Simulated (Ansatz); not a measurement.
One change: `C=NC(=N)F` becomes `N=C(F)BS`.

Ansatz, PBE0-D4/def2-TZVP geometries, multiplicity 1. Each molecule was computed in one conformer, which needn't be the lowest.

```
                                                                                  property  `C=NC(=N)F`
                                                     LUMO energy (ωB97M-V/def2-TZVPP) / eV         0.12
                                                         LUMO energy (PBE/def2-TZVPP) / eV        -3.12
                                            size of the dipole moment (PBE/def2-TZVPP) / D         2.89
ideal-gas entropy at 298 K and 1 bar (rigid rotor, harmonic PBE0-D4/def2-TZVP) / J/(mol·K)          297
                                                      HOMO–LUMO gap (PBE0/def2-TZVPP) / eV         6.53
                                                       HOMO–LUMO gap (PBE/def2-TZVPP) / eV         3.85
```

Task: Give the same properties after the change, and the shifts. (An estimate is asked.)

Result: The calculation gave: 
```csv
property,`N=C(F)BS`,shift
LUMO energy (ωB97M-V/def2-TZVPP) / eV,-0.32,-0.44
LUMO energy (PBE/def2-TZVPP) / eV,-3.31,-0.19
size of the dipole moment (PBE/def2-TZVPP) / D,0.63,-2.26
"ideal-gas entropy at 298 K and 1 bar (rigid rotor, harmonic PBE0-D4/def2-TZVP) / J/(mol·K)",320,23
HOMO–LUMO gap (PBE0/def2-TZVPP) / eV,6.06,-0.47
HOMO–LUMO gap (PBE/def2-TZVPP) / eV,4.01,0.16
```

With PBE0 the HOMO rises by 0.15 eV and the LUMO falls by 0.32 eV, so the gap narrows by about 0.47 eV. PBE moves the HOMO by -0.35 eV and ωB97M-V by 0.43 eV. Dipoles are sizes alone; their direction can turn.
